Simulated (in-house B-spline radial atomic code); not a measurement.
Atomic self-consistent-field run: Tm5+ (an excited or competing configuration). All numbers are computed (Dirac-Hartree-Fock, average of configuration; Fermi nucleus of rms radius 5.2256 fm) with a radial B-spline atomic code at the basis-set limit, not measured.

Command:
```bash
python run_scf.py task.json out
```
Settings (nuclear radius in fm, mass in u):
```
Z                69
configuration    [Xe] 4f10
hamiltonian      dirac
method           hf
spin_polarised   False
nucleus          fermi
rms_radius       5.2256
atomic_mass      168.93422
speed_of_light   137.035999084
```

Output (hartree, bohr):
```
 radial grid: 68 intervals, B-splines of order 8, outer radius 25.4386 bohr

 iter        energy (Eh)    residual
    1      -13521.646304    8.87e-01
    2      -13543.528219    1.12e+00
    3      -13567.691724    2.94e-01
    4      -13568.932802    9.62e-02
    5      -13569.041883    1.47e-02
    6      -13569.046286    1.25e-02
    7      -13569.048763    1.78e-03
    8      -13569.048797    5.73e-04
    9      -13569.048802    1.91e-05
   10      -13569.048802    6.27e-07

 total energy                    -13569.04880
 kinetic                           15020.5234
 electron-nucleus                 -33454.8739
 electron-electron                  4865.3017

 first-order corrections (not in the total)
   Gaunt                            15.0627
   retardation                      -1.5915
   frequency dependence             -0.2331
   self-energy                      10.7403
   Uehling                          -1.8690
   Wichmann-Kroll                    0.0666
   recoil                            0.0278

 orbital      occ     eigenvalue          <r>       <r^2>       <1/r>     <1/r^2>       r_max    small
 1s1/2      2.000     -2198.6900    0.0200092 0.000548432     79.0652     14604.2     0.01261  6.69e-02
 2s1/2      2.000      -378.1317    0.0842419  0.00844739     19.0683     1915.09     0.07201  1.50e-02
 2p1/2      2.000      -359.6940    0.0701672  0.00610534     18.9973     604.023      0.0541  1.50e-02
 2p3/2      4.000      -323.5956    0.0775146  0.00731604     16.4098      367.36     0.06039  1.37e-02
 3s1/2      2.000       -89.4641       0.2199   0.0554154     6.99977     423.356      0.2031  4.87e-03
 3p1/2      2.000       -81.3692     0.210034   0.0513651     6.90186     135.169      0.1911  4.80e-03
 3p3/2      4.000       -73.6148     0.223672   0.0580554     6.24387     83.5738      0.2041  4.45e-03
 3d3/2      4.000       -59.9913     0.197273   0.0457487     6.11186     46.7642      0.1612  4.30e-03
 3d5/2      6.000       -58.3173     0.201512   0.0476042     5.95165     43.8228      0.1649  4.20e-03
 4s1/2      2.000       -21.0783     0.496107    0.277711     2.91558     101.714      0.4641  1.55e-03
 4p1/2      2.000       -17.7582     0.504767    0.289796     2.80536     31.8324      0.4664  1.47e-03
 4p3/2      4.000       -15.9713     0.533997    0.324122     2.59158     19.9712       0.493  1.35e-03
 4d3/2      4.000       -10.4643     0.559544    0.362642     2.37037      10.187      0.4952  1.17e-03
 4d5/2      6.000       -10.1305     0.570109    0.376263     2.31561     9.53121      0.5041  1.13e-03
 5s1/2      2.000        -4.8982      1.17247       1.537     1.13382     17.9573       1.067  3.41e-04
 5p1/2      2.000        -3.7929      1.27217     1.81751     1.03439     5.23143       1.141  2.92e-04
 5p3/2      4.000        -3.5065      1.34765     2.03719    0.963798     3.31626        1.21  2.62e-04
 4f5/2      4.286        -3.5039     0.666438    0.547969     1.87826     4.48235      0.4842  7.83e-04
 4f7/2      5.714        -3.4501     0.674216    0.561042     1.85677     4.37705      0.4891  7.69e-04
```

Cost of the run: 1.1 s on 1 thread of Arm Neoverse V2 (shared host).

For the Dirac Hamiltonian the kinetic term is c α·p + (β - 1)c².
